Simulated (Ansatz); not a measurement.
ZrTe2⁻ was relaxed with r2SCAN-D4 (def2-TZVPD) in Ansatz in these states: charge -1 doublet, charge -1 quartet. The geometries follow in no particular order.

In the def2 sets Te, Zr take a core potential; there is no spin–orbit coupling.

A:

```xyz
3

Zr    0.258    0.502   -0.703
Te    1.928   -1.117    0.487
Te   -2.186    0.616    0.215
```

B:

```xyz
3

Zr    0.481   -0.973   -0.117
Te   -1.689   -0.389    1.375
Te    1.208    1.362   -1.258
```

Judge from the bond lengths which geometry belongs to which state (an estimate).

A is the charge -1 doublet (Zr1–Te2 2.613 Å, Zr1–Te3 2.613 Å); B is the charge -1 quartet (Zr1–Te2 2.698 Å, Zr1–Te3 2.698 Å).

At r2SCAN-D4/def2-TZVPD the highest occupied level of the charge -1 quartet lies above zero (up to 0.13 eV). The electron is either unbound and held by the finite basis, or the level is raised by self-interaction error.
